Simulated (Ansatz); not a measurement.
TiZnN4H10S2, closed shell: at the start structure of a reaction step.

Input (in.yaml):

```yaml
crystal:
  periodic: [false, false, false]
  atoms:
    - {symbol: Ti, position_ang: [-0.645809, -0.863686, -0.143151]}
    - {symbol: N, position_ang: [0.889104, -0.799915, 0.950921]}
    - {symbol: N, position_ang: [-0.794207, -2.530474, -0.983813]}
    - {symbol: N, position_ang: [-2.187482, -0.411639, 0.784891]}
    - {symbol: N, position_ang: [-0.248488, 0.570813, -1.481826]}
    - {symbol: H, position_ang: [0.431330, 2.792890, 2.236431]}
    - {symbol: S, position_ang: [-0.412618, 2.622192, 1.207427]}
    - {symbol: Zn, position_ang: [1.053275, 1.588781, -0.156678]}
    - {symbol: S, position_ang: [3.173828, 1.400878, -0.808559]}
    - {symbol: H, position_ang: [1.840144, -0.962982, 0.637519]}
    - {symbol: H, position_ang: [0.884896, -0.549380, 1.930468]}
    - {symbol: H, position_ang: [-1.471457, -2.748918, -1.703146]}
    - {symbol: H, position_ang: [-0.207159, -3.333487, -0.805977]}
    - {symbol: H, position_ang: [-3.068233, -0.888134, 0.908621]}
    - {symbol: H, position_ang: [-2.153823, 0.466268, 1.298919]}
    - {symbol: H, position_ang: [-1.007315, 1.194367, -1.731843]}
    - {symbol: H, position_ang: [0.241132, 0.315510, -2.331710]}
    - {symbol: H, position_ang: [3.682783, 2.136713, 0.191504]}
basis:
  gaussian: {orbitals: 6-31G}
hamiltonian: {xc: {name: B3LYP}, dispersion: d4}
```

Run by:

```bash
ansatz run in.yaml --threads 4 --pin off --events-out ev --progress --plain --max-ram 66560MiB --backend cpu
```

Output of Ansatz 0.2.0:

```
Functional definition: B3LYP
  name "B3LYP"
  cite "Stephens, Devlin, Chabalowski & Frisch, J. Phys. Chem. 98, 11623 (1994) doi:10.1021/j100096a001"
  cite "Becke, Phys. Rev. A 38, 3098 (1988) doi:10.1103/PhysRevA.38.3098"
  cite "Lee, Yang & Parr, Phys. Rev. B 37, 785 (1988) doi:10.1103/PhysRevB.37.785"
  cite "Vosko, Wilk & Nusair, Can. J. Phys. 58, 1200 (1980) doi:10.1139/p80-159"
  parameter a0 = 0.2
  parameter ax = 0.72
  parameter ac = 0.81
  exchange = (1 - a0 - ax)*slater_x + ax*b88_x + a0*exact_x
  correlation = (1 - ac)*vwn_rpa_c + ac*lyp_c
1819 factors; integrals over basis functions are off by at most 2.8e-4 eV
mean field evaluation 1: about -99293.7805 eV, gradient 1.2e2 eV
mean field evaluation 2: about -98940.8859 eV, gradient 4.5e2 eV
mean field evaluation 4: about -99312.3137 eV, gradient 7.6e1 eV
mean field evaluation 8: about -99323.6201 eV, gradient 7.5e-1 eV
mean field evaluation 16: about -99323.9479 eV, gradient 3.4e-3 eV
mean field -99323.94789309 eV, -3650.0877608810 hartree, gradient 4.5e-5 eV, S^2 0.000000; 0 other end points of the search recorded, 0 dependent functions left out
reference -99323.94831158 eV, -3650.0877762604 hartree; 61, 61 occupied and 79, 79 virtual orbitals, 1819 factors
Total energy: -99324.97183642 eV, -3650.1253901045 hartree
```

The lines “mean field evaluation” count trial sets of orbitals through the whole run, from several starts and some on an approximate energy, so they need not fall steadily or lie above the final value.

Time: 4.2 s of wall clock on 4 CPU threads of an AMD EPYC 7R13; the host was shared. Peak host memory: 1.3 GiB.
